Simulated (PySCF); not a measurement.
B3LYP has the VWN-RPA correlation part, as in Gaussian. Delta-SCF ions had no search for a lower state. Excitations are Tamm–Dancoff values on a coarser integration grid. The basis has no diffuse functions, so Rydberg states are missing or too high.

# C$_{10}$H$_{12}$Si, SMILES `C(=C)/C=C\c1ccc([SiH3])cc1` (C–C–C–C torsion 175°, C–C–C–C torsion 148°) (charge 0, multiplicity 1)

All values below come from PySCF with B3LYP-D3(BJ)/def2-TZVP // B3LYP-D3(BJ)/def2-SVP.

The HOMO is -6.16 eV and the dipole moment is 0.186 e·Å. The HOMO–LUMO gap is 4.37 eV and the LUMO is -1.80 eV. The S1 excitation (TDA) is 4.40 eV, the S1 oscillator strength comes out as 0.902 and the brightest of the four lowest singlets (TDA) is 4.40 eV. The T1 excitation (TDA) is 2.66 eV and the S1–T1 gap (TDA) is 1.74 eV. The vertical ionisation energy (Delta-SCF) is 7.80 eV and the total energy comes out as -18448.26 eV. The cost comes out as around 21 core-minutes (rough).

```xyz
23

C      4.2165     0.7324    -1.1234
C      3.0125     0.3094    -0.6992
C      2.8280    -0.5865     0.4318
C      1.6627    -0.9946     0.9887
C      0.2922    -0.5708     0.6705
C     -0.7593    -1.5005     0.8043
C     -2.0737    -1.1504     0.5081
C     -2.4040     0.1509     0.0844
Si    -4.1836     0.6315    -0.2853
C     -1.3589     1.0859    -0.0196
C     -0.0397     0.7385     0.2712
H      5.1374     0.4410    -0.6078
H      4.3195     1.3829    -1.9953
H      2.1192     0.6234    -1.2467
H      3.7500    -1.0106     0.8463
H      1.7319    -1.7639     1.7656
H     -0.5303    -2.5179     1.1329
H     -2.8565    -1.9082     0.6105
H     -4.2032     1.9417    -0.9978
H     -4.9858     0.7583     0.9689
H     -4.8369    -0.4066    -1.1361
H     -1.5766     2.1132    -0.3254
H      0.7386     1.5009     0.2206
```
